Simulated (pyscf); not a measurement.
H₃C–AlH–O• → [H₃C–Al–OH]•, a hydrogen shift (doublet surface; Al–H broken, H–O formed). Optimised with ωB97X-D3(BJ)/def2-SVP in PySCF. Correlated levels are frozen-core, on RHF or UHF. ΔMP2 is the change of the MP2 total energy from the triple- to the quadruple-zeta basis. Energies in eV from the reactant's lowest minimum found.

AM1 to PM7: differences of heats of formation from MOPAC. Open shells are spin-unrestricted. 

Problem. Quick PM3 single points give ΔE‡ = 0.75 eV and ΔE = -3.38 eV. What does CCSD(T)/def2-TZVPP + ΔMP2(QZVPP) give, and how far is the quick result from it?

Solution. CCSD(T)/def2-TZVPP + ΔMP2(QZVPP) gives ΔE‡ = 0.73 eV and ΔE = -1.65 eV. PM3 lies 0.02 eV over it in the barrier and 1.72 eV under it in the reaction energy, so on this step it does not hold to within 0.13 eV. CCSD(T)/def2-TZVPP + ΔMP2(QZVPP) has limits of its own. One saddle was located; it need not be the lowest between these sides. The CCSD(T) − MP2 part came from Ansatz, without density fitting, on the same reference.
